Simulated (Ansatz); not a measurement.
Consider the formal hydrolysis of a Zr–F bond: `C#[C][Zr]([F])([F])[Cl]` + H₂O → `C#[C][Zr]([OH])([F])[Cl]` + H–F.

Computed with Ansatz on PBE0-D4/def2-TZVP structures; ΔE is electronic, products minus reactants. CCSD(T)/CBS adds triple-zeta CCSD(T) − MP2 to the extrapolated MP2 energy (def2 sets, frozen cores). This one scheme is used for every species. DFT in def2-TZVPP. Elements past krypton have def2 core potentials. For Zr outer-core shells are correlated without core-valence functions, which leaves a few kJ/mol of doubt a bond. One conformer a species, not always the lowest.

(1) Is it downhill or uphill in electronic energy at CCSD(T)/CBS, and by how much? (Estimate.)

(2) What do these levels give: LDA (SPW92), PBE-D4, revPBE-D4, BLYP-D4, B97M-V, PBE, r2SCANh, BHLYP, CCSD(T)/def2-SVP, HF/def2-TZVPP, SCS-MP2/def2-QZVPP, CCSD/CBS(def2)? (Estimate.)

Largest T1 diagnostic among the species: 0.017.

Results:

(1) Computed: Uphill: ΔE = +36.0 kJ/mol.

(2) The calculation gave: LDA (SPW92) 38.3, PBE-D4 45.2, revPBE-D4 45.9, BLYP-D4 45.5, B97M-V 48.1, PBE 47.2, r2SCANh 44.6, BHLYP 41.4, CCSD(T)/def2-SVP 34.8, HF/def2-TZVPP 40.2, SCS-MP2/def2-QZVPP 35.9, CCSD/CBS(def2) 36.0 kJ/mol.

The D4 term adds −3.1 kJ/mol with B3LYP and −1.8 kJ/mol with PBE0; it sums over pairs of atoms, weighted by their polarisabilities, and B3LYP, whose exchange is more repulsive, gets the larger term. In def2-TZVPP, CCSD(T) changes the Hartree–Fock value by −4.6 kJ/mol (the triples alone add +0.0 kJ/mol) and MP2 by −8.1 kJ/mol.

B3LYP here is the variant with VWN-RPA as its local correlation; programs differ in this.
